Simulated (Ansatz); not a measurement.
Isomers of CH5BO2, B3LYP-D3(BJ)/def2-TZVP minima from an xTB search, which can miss the lowest.
Isomer 1, SMILES CB(O)O (charge 0, multiplicity 1, Z-matrix in Å and degrees):
```
B
O 1 1.3649
H 2 0.9645 1 112.34
O 1 1.3759 2 116.98 3 0.15
H 4 0.9607 1 114.03 2 179.93
C 1 1.5734 2 119.80 3 -179.53
H 6 1.0895 1 112.00 2 -4.90
H 6 1.0940 7 108.09 1 123.20
H 6 1.0946 7 107.76 8 114.73
```
Isomer 2, SMILES COBO (charge 0, multiplicity 1):
| atom | x (Å) | y (Å) | z (Å) |
|---|---|---|---|
| C | -1.3246 | 0.3449 | -0.0735 |
| O | 0.0836 | 0.5225 | -0.0027 |
| B | 0.9523 | -0.5178 | -0.0933 |
| O | 2.2900 | -0.2862 | -0.0189 |
| H | -1.7131 | 0.9185 | -0.9160 |
| H | -1.5880 | -0.7071 | -0.2022 |
| H | -1.7762 | 0.7187 | 0.8464 |
| H | 0.5770 | -1.6421 | -0.2376 |
| H | 2.4991 | 0.6487 | 0.0975 |

Frozen-core correlation. MP2 and its Hartree–Fock in cc-pVQZ are density fitted.

Run with Ansatz (Gaussian orbitals). Values without a source in brackets are computed.

The energy of isomer 2 above isomer 1 is E(isomer 2) − E(isomer 1). Total energies (hartree):

```
level                isomer 2      isomer 1
---------------  ------------  ------------
HF/cc-pVTZ       -215.3686338  -215.4019762
MP2/cc-pVTZ      -216.1233242  -216.1624441
HF/cc-pVQZ       -215.3848609  -215.4182545
MP2/cc-pVQZ      -216.1950056  -216.2346092
CCSD(T)/cc-pVTZ  -216.1759229  -216.2132964
```

Problem. Work out the energy of isomer 2 above isomer 1 at the basis-set limit: extrapolate the MP2 correlation part as X⁻³, take Hartree–Fock from the larger set, and add the CCSD(T) − MP2 difference of cc-pVTZ.

Solution. 
1. Differences (1 hartree = 627.509 kcal/mol): HF/cc-pVTZ 20.923; MP2/cc-pVTZ 24.548; HF/cc-pVQZ 20.955; MP2/cc-pVQZ 24.852; CCSD(T)/cc-pVTZ 23.452.
2. Correlation parts, MP2 less HF: 3.625 in cc-pVTZ (X = 3), 3.897 in cc-pVQZ (X = 4).
3. Limit (4³·(3.897) − 3³·(3.625))/(4³ − 3³) = 4.095; with HF/cc-pVQZ it gives 25.050.
4. CCSD(T) less MP2 in cc-pVTZ: -1.096.
Result: 23.95 kcal/mol, against 24.55 at MP2/cc-pVTZ. It is an estimate of this method's limit, not of the exact value.

Ansatz is a quantum-chemistry and plane-wave program.
